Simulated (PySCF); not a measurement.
## Solvent effects on NMR parameters

Numbering as in the mapped SMILES `[CH3:1][c:2]1[cH:3][cH:4][p:5][c:6]([CH3:7])[c:8]1[CH3:9]`. Each H is labelled by its parent atom.

GIAO PBE0/pcSseg-1 in PySCF 2.14 on one PBE0-D3(BJ)/def2-SVP conformer, non-relativistic, equivalent nuclei averaged. Solvents enter as an IEF-PCM continuum (dichloromethane with ε = 8.9, water with ε = 78.4) around the gas-phase geometry. Shifts are referred to TMS computed in the same medium.

Gas phase, δ in ppm: C6 174.7, C4 162.0, C8 146.6, C2 144.0, C3 139.9, C7 26.7, C1 25.8, C9 18.2, H(C4) 8.58, H(C3) 7.72, H(C7) 2.76, H(C1) 2.38, H(C9) 2.32. Dipole moment 2.46 D.

Problem. How does each δ change in the continuum?

Solution. 
```csv
atoms,environment,"Δδ, dichloromethane","Δδ, water"
C6,substituted aromatic carbon,+2.6,+3.0
C4,aromatic CH,+0.7,+0.9
C8,substituted aromatic carbon,+3.3,+4.1
C2,substituted aromatic carbon,+4.2,+5.1
C3,aromatic CH,+1.5,+1.8
C7,methyl carbon on an aromatic ring,+0.8,+1.0
C1,methyl carbon on an aromatic ring,+0.4,+0.5
C9,methyl carbon on an aromatic ring,+0.8,+1.0
H(C4),hydrogen on an aromatic CH,+0.12,+0.14
H(C3),hydrogen on an aromatic CH,+0.22,+0.28
H(C7),hydrogen on a methyl carbon on an aromatic ring,+0.07,+0.09
H(C1),hydrogen on a methyl carbon on an aromatic ring,+0.12,+0.14
H(C9),hydrogen on a methyl carbon on an aromatic ring,+0.11,+0.14
```

Changes are relative to the gas phase. The dipole moment becomes 3.47 D in dichloromethane, 3.70 D in water.

Problem. Which nuclei move most (in ppm), and what does the model miss?

Solution. C2 (substituted aromatic carbon, +5.1 ppm) in water. A continuum only polarises the solute; specific hydrogen bonds, the anisotropy of aromatic solvents and changes of geometry or conformer are outside it.
